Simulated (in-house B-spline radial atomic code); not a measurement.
Orbital energies and mean radii along the 58-electron series, configuration 1s2 2s2 2p6 3s2 3p6 3d10 4s2 4p6 4d10 4f5/2(6) 4f7/2(6). The effective charge is n√(-2ε), a non-relativistic measure. Computed with an all-electron radial atomic-structure program (B-spline basis): Dirac-Hartree-Fock, jj configuration that fills j = l - 1/2 first, finite nuclei.

| ion | Z | energy of 4p3/2 (Eh) | mean radius of 4p3/2 (bohr) | energy of 4p1/2 (Eh) | mean radius of 4p1/2 (bohr) | energy of 4d3/2 (Eh) | mean radius of 4d3/2 (bohr) | effective charge of 4p3/2 |
| --- | --- | --- | --- | --- | --- | --- | --- | --- |
| Re17+ | 75 | -31.066 | 0.47133 | -33.948 | 0.44188 | -24.671 | 0.48071 | 31.53 |
| Os18+ | 76 | -33.187 | 0.46169 | -36.29 | 0.43218 | -26.612 | 0.46934 | 32.588 |
| Ir19+ | 77 | -35.381 | 0.45239 | -38.718 | 0.4228 | -28.623 | 0.45846 | 33.648 |
| Pt20+ | 78 | -37.645 | 0.44341 | -41.233 | 0.41374 | -30.704 | 0.44804 | 34.708 |
| Au21+ | 79 | -39.981 | 0.43475 | -43.834 | 0.40498 | -32.854 | 0.43806 | 35.769 |
| Hg22+ | 80 | -42.387 | 0.42638 | -46.523 | 0.3965 | -35.075 | 0.4285 | 36.829 |
| Tl23+ | 81 | -44.864 | 0.41829 | -49.299 | 0.38831 | -37.364 | 0.41932 | 37.89 |
| Pb24+ | 82 | -47.41 | 0.41048 | -52.163 | 0.38037 | -39.723 | 0.41051 | 38.95 |
| Bi25+ | 83 | -50.027 | 0.40293 | -55.116 | 0.37269 | -42.151 | 0.40204 | 40.011 |

Question: How does the screening of 4p3/2 change?

Answer: Z less the effective charge goes from 43.47 at Z = 75 to 42.99 at Z = 83.
